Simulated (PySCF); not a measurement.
Sn(Cl)2(OH)(NH2) (Cl2H3NOSn), SMILES [NH2][Sn]([OH])([Cl])[Cl]. Geometry optimised at B3LYP-D3(BJ)/def2-SVP. The structure was generated by enumeration; whether it is a known compound was not checked. The def2 effective core potentials stand for the cores of Sn; spin–orbit coupling is left out. One conformer was computed; it need not be the lowest.

Computed equilibrium geometry at B3LYP-D3(BJ)/def2-SVP (PySCF confirms it by a frequency run) as Cartesian coordinates in Å (one conformer of several):
```xyz
8

N      2.1969     0.1616    -0.0957
Sn     0.1717     0.1766    -0.0808
O     -0.3641     1.9359    -0.8020
Cl    -0.6944    -0.0484     2.0914
Cl    -0.7697    -1.5851    -1.3375
H      2.5406     0.8807    -0.7359
H      2.5652    -0.7392    -0.4050
H     -1.2674     2.1780    -0.5495
```
